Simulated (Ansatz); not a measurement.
Isolated molecules relaxed with PBE0-D4/def2-TZVP in Ansatz; ΔE leaves out vibrations. CBS: MP2 limit from def2 TZ/QZ plus the TZ coupled-cluster correction, frozen cores. DFT in def2-TZVPP. B3LYP here is the variant with VWN-RPA as its local correlation; programs differ in this. Elements past krypton have def2 core potentials. For Sn outer-core shells are correlated without core-valence functions, which leaves a few kJ/mol of doubt a bond. One conformer a species, not always the lowest.

Consider the formal exchange of groups at the Si–C bond: `COC[SiH2]C` + `[CH3][SnH2][F]` → `C[SiH2][SnH2][CH3]` + `COCF`.

`COC[SiH2]C`:

Cartesian coordinates in Å:
```
C -1.054 -1.436 -1.203
O 0.309 -1.189 -0.998
C 0.639 0.185 -1.072
Si 0.102 1.213 0.436
C 0.644 0.369 2.011
H -1.200 -2.515 -1.159
H -1.683 -0.962 -0.437
H -1.384 -1.071 -2.187
H 0.256 0.628 -2.005
H 1.732 0.233 -1.133
H 0.739 2.554 0.291
H -1.374 1.425 0.453
H 1.732 0.271 2.043
H 0.325 0.929 2.893
H 0.216 -0.634 2.068
```

`[CH3][SnH2][F]`:

```xyz
8

C     0.050   -0.375    1.102
Sn    0.061    0.410   -0.872
F    -1.232   -0.668   -1.821
H    -0.945   -0.259    1.532
H     0.308   -1.433    1.070
H     0.774    0.153    1.724
H     1.518    0.170   -1.726
H    -0.534    2.002   -1.010
```

`C[SiH2][SnH2][CH3]`:

Cartesian coordinates in Å:
```
C 0.945 0.852 -1.900
Si -0.573 -0.168 -1.471
Sn -1.118 -0.025 1.032
C 0.539 -0.706 2.219
H 1.817 0.503 -1.341
H 1.173 0.777 -2.966
H 0.786 1.905 -1.658
H -0.340 -1.597 -1.829
H -1.745 0.301 -2.264
H -1.466 1.594 1.479
H -2.495 -0.967 1.425
H 0.772 -1.742 1.972
H 1.416 -0.088 2.024
H 0.288 -0.640 3.278
```

`COCF`:

```xyz
9

C    -0.578    0.111    1.015
O     0.323    0.741    0.127
C     0.662   -0.020   -0.950
F    -0.403   -0.166   -1.821
H    -0.184   -0.858    1.346
H    -0.685    0.768    1.878
H    -1.556   -0.038    0.550
H     0.962   -1.037   -0.660
H     1.459    0.500   -1.485
```

| level | ΔE (kJ/mol) | difference from CCSD(T)/CBS |
| --- | --- | --- |
| PBE-D4 | 51.2 | -11.5 |
| r2SCAN-D4 | 59.0 | -3.7 |
| PBE0-D4 | 49.2 | -13.5 |
| PBE0 | 48.3 | -14.4 |
| B3LYP | 58.9 | -3.8 |
| HF/def2-TZVPP | 57.7 | -5.0 |
| SCS-MP2/def2-TZVPP | 62.7 | 0.0 |
| CCSD(T)/def2-TZVPP | 55.4 | -7.3 |
| MP2/def2-QZVPP | 66.3 | 3.6 |
| HF/CBS(def2) | 62.3 | -0.4 |
| CCSD(T)/CBS | 62.7 | 0 |

Largest T1 diagnostic among the species: 0.013.

CCSD(T)/CBS has its own doubt, a few kJ/mol and more with outer-core shells, so smaller differences from it don't rank the levels.
